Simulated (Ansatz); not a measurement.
Several settings on one geometry of Ag3⁺ (that of the charge 1 singlet, B3LYP-D4/def2-TZVP). Ansatz on 4 threads of Intel Xeon 6975P-C on a shared host; times are rough.

```xyz
3

Ag   -0.944    1.169   -0.478
Ag    1.549    0.251    0.158
Ag   -0.605   -1.421    0.320
```

Totals from different functionals, basis sets or treatments of relativity can't be compared as stabilities.

In the def2 sets Ag takes a core potential; there is no spin–orbit coupling.

Scalar relativity in a set contracted without it gives distorted totals.

Q: Give the basis size and estimate the energy, ⟨S²⟩ and time of these runs.

```tsv
run	method	charge	state	further keys
1	RKS PBE0-D3(BJ)/def2-SVPD	1	singlet	forces asked
2	RKS revPBE0-D3(BJ)/def2-TZVP	1	singlet	fitting: {mean_field: def2-universal-jkfit}; forces asked
3	UKS SVWN5/def2-TZVPD	1	singlet	final_grid: {core_spheres: 20, valence_spheres: 16, degree: 47}; pseudopotentials: {relativity: scalar}; scf: {lower_state_search: off}; forces asked
```

A: 
| run | functions | energy (Eh) | ⟨S²⟩ | wall time |
| --- | --- | --- | --- | --- |
| 1 | 102 | -440.6722 | – | 1 s |
| 2 | 120 | -440.8908 | – | 0.65 s |
| 3 | 120 | -440.0304 | 0.00 | 0.8 s |
